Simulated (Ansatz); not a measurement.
Species: sum formula ReO2F2, net charge 0, doublet state. The spin state was set by rule; other spins were not relaxed. 
Coordinates optimised at B3LYP-D3(BJ)/def2-TZVP (Ansatz, an electronic-structure program):
```
Re
O 1 1.6921
O 1 1.6921 2 113.94
F 1 1.8747 2 113.45 3 131.86
F 1 1.8747 2 113.45 3 -131.86
```
Charge 0, spin multiplicity 2.

Total electronic energies in hartree. Cores are frozen in the correlated levels unless marked. UHF or UKS for open shells. No spin-orbit coupling. The frozen core is the preceding noble-gas configuration, with the filled d and f shells of earlier blocks. In def2 rows, elements after Kr have scalar-relativistic effective core potentials. CBS marks a two-point X^-3 extrapolation of the correlation energy; Hartree-Fock from the larger set. [CCSD(T)-MP2]/basis is that difference in the basis named.

The UHF reference is spin-contaminated (<S^2> 0.18 over the pure value in the largest basis). 

| level | program | energy (Eh) |
|---|---|---|
| HF/def2-SVP | Ansatz | -425.85843 |
| HF/def2-TZVPP | Ansatz | -426.35118 |
| RI-HF/def2-QZVPP | Ansatz | -426.36873 |
| BLYP-D4/def2-TZVPD | Ansatz + dftd4 | -428.72867 |
| BLYP/def2-TZVPD | Ansatz | -428.71973 |
| revPBE-D3(BJ)/def2-TZVPD | Ansatz + dftd3 | -428.72099 |
| r2SCAN-D3(BJ)/def2-TZVPD | Ansatz + dftd3 | -428.63209 |
| B3LYP-D3(BJ)/def2-TZVPD | Ansatz + dftd3 | -428.75036 |
| PBE0/def2-SVP | Ansatz | ___ |
| PBE0-D4/def2-TZVPD | Ansatz + dftd4 | -428.35813 |
| PBE0/def2-TZVPD | Ansatz | -428.35469 |
| BHLYP-D3(BJ)/def2-TZVPD | Ansatz + dftd3 | -428.39601 |
| r2SCAN0/def2-TZVPD | Ansatz | -428.47711 |
| HSE06-D3(BJ)/def2-TZVPD | Ansatz + dftd3 | -428.34303 |
| LC-wPBE/def2-TZVPD | Ansatz | -428.52435 |
| wB97X-V/def2-TZVPD | Ansatz | -428.54753 |
| B2PLYP-D4/def2-TZVPD | Ansatz + dftd4 | -428.33909 |
| B2PLYP/def2-TZVPD | Ansatz | -428.33628 |
| SCS-MP2/def2-SVP | Ansatz | -426.82636 |
| CCSD/def2-SVP | Ansatz | -426.84453 |
| CCSD/def2-TZVPP | Ansatz | -427.58698 |
| CCSD(T)/def2-SVP | Ansatz | -426.89011 |
| RI-MP2/CBS(def2-TZVPP,def2-QZVPP)+[CCSD(T)-MP2]/def2-TZVPP | Ansatz | -427.8423 |

Question: Fill in the missing entries.

Answer: 
- PBE0/def2-SVP, energy (Eh): -427.89565
